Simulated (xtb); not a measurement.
I$_{3}$Zr (SMILES [I][Zr]([I])[I]), doublet, at a GFN2-xTB geometry (such geometries of metal compounds can be far from the true shape) (the multiplicity is a formal guess); xtb with GFN2-xTB.

xtb was given this input:
```
$ xtb mol.xyz --gfn 2 --uhf 1 --json

# file mol.xyz
4

Zr    -0.36838690     0.35251267     0.73412604
I     -1.91094093    -1.65624311    -0.43739609
I      0.06579663     2.21046464    -1.30217845
I      2.12317215    -0.82026883     1.18551715
```

Write the output that xtb gives for this input, abridged.


```
   ID    Z sym.   atoms
    1   40 Zr     1
    2   53 I      2-4

           -------------------------------------------------
          |                Calculation Setup                |
           -------------------------------------------------

           -------------------------------------------------
          |                 G F N 2 - x T B                 |
           -------------------------------------------------

          ...................................................
          :                      SETUP                      :
          :.................................................:
          :  # basis functions                  40          :
          :  # atomic orbitals                  36          :
          :  # shells                           12          :
          :  # electrons                        25          :
          :  max. iterations                   250          :
          :  Hamiltonian                  GFN2-xTB          :
          :  restarted?                      false          :
          :  GBSA solvation                  false          :
          :  PC potential                    false          :
          :  electronic temp.          300.0000000     K    :
          :  accuracy                    1.0000000          :
          :  -> integral cutoff          0.2500000E+02      :
          :  -> integral neglect         0.1000000E-07      :
          :  -> SCF convergence          0.1000000E-05 Eh   :
          :  -> wf. convergence          0.1000000E-03 e    :
          :  Broyden damping             0.4000000          :
          :  net charge                          0          :
          :  unpaired electrons                  1          :
          ...................................................

 iter      E             dE          RMSdq      gap      omega  full diag
   1    -10.5858229 -0.105858E+02  0.277E+01    0.22       0.0  T
   2    -12.2945539 -0.170873E+01  0.179E+01    0.00       1.0  T
   3    -13.0197155 -0.725162E+00  0.129E+01    0.03       1.0  T
   4    -13.0013163  0.183993E-01  0.133E+01    0.03       1.0  T
   5    -13.2020533 -0.200737E+00  0.420E+00    0.03       1.0  T
   6    -13.1869504  0.151029E-01  0.436E+00    0.02       1.0  T
   7    -13.2066439 -0.196935E-01  0.308E+00    0.02       1.0  T
   8    -13.2232592 -0.166153E-01  0.355E-01    0.01       1.0  T
   9    -13.2233679 -0.108728E-03  0.723E-02    0.01       1.0  T
  10    -13.2233742 -0.631929E-05  0.187E-02    0.01       2.7  T
  11    -13.2233740  0.165674E-06  0.197E-02    0.01       2.5  T
  12    -13.2233736  0.432882E-06  0.190E-02    0.01       2.6  T
  13    -13.2233742 -0.602661E-06  0.740E-03    0.01       6.8  T
  14    -13.2233743 -0.792885E-07  0.205E-03    0.01      24.4  T
  15    -13.2233743 -0.382606E-08  0.379E-04    0.01     132.0  T
  16    -13.2233743 -0.264626E-09  0.932E-05    0.01     536.7  T

   *** convergence criteria satisfied after 16 iterations ***

         :::::::::::::::::::::::::::::::::::::::::::::::::::::
         ::                     SUMMARY                     ::
         :::::::::::::::::::::::::::::::::::::::::::::::::::::
         :: total energy             -13.186858383356 Eh    ::
         :: gradient norm              0.000051496931 Eh/a0 ::
         :: HOMO-LUMO gap              0.013644130313 eV    ::
         ::.................................................::
         :: SCC energy               -13.223371748933 Eh    ::
         :: -> isotropic ES            0.016415177762 Eh    ::
         :: -> anisotropic ES          0.006993286860 Eh    ::
         :: -> anisotropic XC         -0.032052650944 Eh    ::
         :: -> dispersion             -0.006183269419 Eh    ::
         :: repulsion energy           0.036513365576 Eh    ::
         :: add. restraining           0.000000000000 Eh    ::
         :: total charge               0.000000000000 e     ::
         :::::::::::::::::::::::::::::::::::::::::::::::::::::

           -------------------------------------------------
          |                Property Printout                |
           -------------------------------------------------

    * Orbital Energies and Occupations

         #    Occupation            Energy/Eh            Energy/eV
      -------------------------------------------------------------
         1        2.0000           -0.7997600             -21.7626
         2        2.0000           -0.7997600             -21.7626
         3        2.0000           -0.7924921             -21.5648
         4        2.0000           -0.5612736             -15.2730
         5        2.0000           -0.4748677             -12.9218
         6        2.0000           -0.4705726             -12.8049
         7        2.0000           -0.4705726             -12.8049
         8        2.0000           -0.4452986             -12.1172
         9        2.0000           -0.4452986             -12.1172
        10        2.0000           -0.4429255             -12.0526
        11        2.0000           -0.4429255             -12.0526
        12        2.0000           -0.4417444             -12.0205
        13        0.4131           -0.3421639              -9.3108 (HOMO)
        14        0.2934           -0.3416625              -9.2971 (LUMO)
        15        0.2934           -0.3416625              -9.2971
        16        0.0001           -0.3331318              -9.0650
        17        0.0001           -0.3331318              -9.0650
        18                         -0.2170701              -5.9068
        19                          0.0006264               0.0170
        20                          0.0006264               0.0170
        21                          0.0052851               0.1438
        22                          0.0072709               0.1979
        23                          0.0093988               0.2558
        24                          0.0100888               0.2745
       ...                                ...                  ...
        36                          1.3835506              37.6483
      -------------------------------------------------------------
                  HL-Gap            0.0005014 Eh            0.0136 eV
             Fermi-level           -0.3672258 Eh           -9.9927 eV

     #   Z          covCN         q      C6AA      α(0)
     1  40 Zr       2.375     0.641   444.391    48.365
     2  53 I        0.798    -0.214   387.532    33.984
     3  53 I        0.798    -0.214   387.532    33.984
     4  53 I        0.798    -0.214   387.532    33.984

 Mol. C6AA /au·bohr⁶  :       6347.025738
 Mol. C8AA /au·bohr⁸  :     692048.927064
 Mol. α(0) /au        :        150.318550

Wiberg/Mayer (AO) data.
largest (>0.10) Wiberg bond orders for each atom

 ---------------------------------------------------------------------------
     #   Z sym  total        # sym  WBO       # sym  WBO       # sym  WBO
 ---------------------------------------------------------------------------
     1  40 Zr   3.282 --     2 I    1.094     3 I    1.094     4 I    1.094
     2  53 I    1.239 --     1 Zr   1.094
     3  53 I    1.239 --     1 Zr   1.094
     4  53 I    1.239 --     1 Zr   1.094
 ---------------------------------------------------------------------------

Topologies differ in total number of bonds
Writing topology from bond orders to xtbtopo.mol

molecular dipole:
                 x           y           z       tot (Debye)
 q only:       -0.558       0.534       1.113
   full:       -1.559       1.492       3.107       9.616
molecular quadrupole (traceless):
                xx          xy          yy          xz          yz          zz
 q only:       -2.254      -2.241      -2.452      -4.668       4.467       4.706
  q+dip:       -6.559      -6.522      -7.133     -13.582      12.997      13.692
   full:       -7.068      -7.028      -7.687     -14.636      14.005      14.755

           -------------------------------------------------
          | TOTAL ENERGY              -13.186858383356 Eh   |
          | GRADIENT NORM               0.000051496931 Eh/α |
          | HOMO-LUMO GAP               0.013644130313 eV   |
           -------------------------------------------------

normal termination of xtb
```
